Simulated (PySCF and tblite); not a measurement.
Results of a calculation; reference values are marked as such.
2 E/Z isomers of C₅H₂N₂O₂, numbered alike:

```json
{"isomer": "A", "SMILES": "[N:1]#[C:2]/[CH:3]=[C:4](/[C:5]#[N:6])[C:7](=[O:8])[OH:9]", "descriptors": "3=4 Z"}
{"isomer": "B", "SMILES": "[N:1]#[C:2]/[CH:3]=[C:4](\\[C:5]#[N:6])[C:7](=[O:8])[OH:9]", "descriptors": "3=4 E"}
```

Each isomer is a Boltzmann average at 298.15 K over at most 6 conformers: GFN2-xTB geometries, energies PBE0/def2-SVP (IEF-PCM, methanol) (D3(BJ) added where defined), GIAO shieldings KT2/pcSseg-1 (IEF-PCM, methanol), GFN2-xTB thermal terms. Programs: PySCF with density fitting and tblite.

(1) What shifts does each isomer give (ppm)?

H on N, O and S are left out: they exchange, and hydrogen bonds move them by several ppm. Shifts are unscaled: against experiment ¹³C can be off by 15 ppm or more and ¹H by 0.8 ppm. The minima are those of GFN2-xTB; planar forms about aryl–S or allylic bonds may be saddles in DFT.

Results:

(1) 
A: ¹H (against TMS): 6.89 (H3, 1H). ¹³C (against TMS): 156.4 (C7), 124.9 (C3), 121.2 (C4), 114.9 (C2), 114.0 (C5).

B: ¹H (against TMS): 7.32 (H3, 1H). ¹³C (against TMS): 157.2 (C7), 124.6 (C3), 119.9 (C4), 114.6 (C2), 112.4 (C5). H not on carbon is left out.
